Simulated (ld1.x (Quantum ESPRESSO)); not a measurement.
H: variants of one RRKJ potential

Base potential:

hydrogen, norm-conserving RRKJ (Kleinman–Bylander form), made with ld1.x (Quantum ESPRESSO) 7.5 (PBE, scalar-relativistic). Core none, reference 1s1. Waves: 1s (bound): rc 1.25 bohr; 2p channel at 0.45 Ry: rc 1.35 bohr. Local part: the p channel. Core correction: none.

Cutoffs, loose and tight: the cutoffs (Ry, on a coarse ladder) from which the occupation-weighted sum of valence levels, in a spherical-Bessel basis at the reference potential, stays within 10 and 1 mRy of its value at 400 Ry. They do not see the model core or the augmentation charge, which bear on the density cutoff. Test errors are all-electron minus pseudo excitation energies from the reference, over the configurations 1s0.5. A dash means not determined; rows that change the core or the reference have their own tests.

```csv
change,outcome,"cutoff, loose","cutoff, tight",bound ghosts
base,generated,21 Ry,35 Ry,none
wave 2p channel at 0.45 Ry: rc 1.35 bohr becomes 2p channel at -0.11 Ry: rc 1.35 bohr,generated,21 Ry,35 Ry,none
type TM; local potential the s channel,generated,21 Ry,35 Ry,none
wave 2p channel at 0.45 Ry: rc 1.35 bohr becomes 2p channel at 0.45 Ry: rc 1.28 bohr,generated,21 Ry,35 Ry,none
non-relativistic,generated,21 Ry,35 Ry,none
wave 1s (bound): rc 1.25 bohr becomes 1s (bound): rc 0.98 bohr,generated,30 Ry,50 Ry,none
"all radii scaled by about 0.75 (s 0.94, p 1.02 bohr)",generated,30 Ry,50 Ry,none
```

What comes out with this change to the base: reference 1s0.5?

outcome: generated; cutoff, loose: 18 Ry; cutoff, tight: 35 Ry; bound ghosts: none.
